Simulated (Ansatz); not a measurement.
Spectroscopic constants of Mg2, multiplicity 3 (not the ground state: that is measured with 2S+1 = 1).

Constants: fifth-degree fit in 1/R to seven points, most abundant isotopes. Runs in def2 and cc sets follow the lowest solution found near the PBE0 minimum.

Programs: Ansatz (Gaussian basis) for Hartree–Fock, density functionals and correlated methods. 

| level | r_e (Å) | ω_e (cm⁻¹) | α_e (cm⁻¹) | B_e (cm⁻¹) |
|---|---|---|---|---|
| PBE/def2-TZVPP | 2.776 | 262 | 0.0012 | 0.182 |
| PBE0/def2-TZVPP | 2.766 | 271 | 0.0011 | 0.184 |
| CCSD/def2-TZVPP | 2.775 | 267 | 0.0012 | 0.182 |
| CCSD(T)/def2-TZVPP | 2.780 | 263 | 0.0013 | 0.182 |

Correlated levels freeze the inner cores; with def2 sets outer-core shells near the valence are correlated too.

Doubts at one or more of the structures used: a spin-contaminated determinant (CCSD/def2-TZVPP, CCSD(T)/def2-TZVPP).

Ansatz is an electronic-structure program.
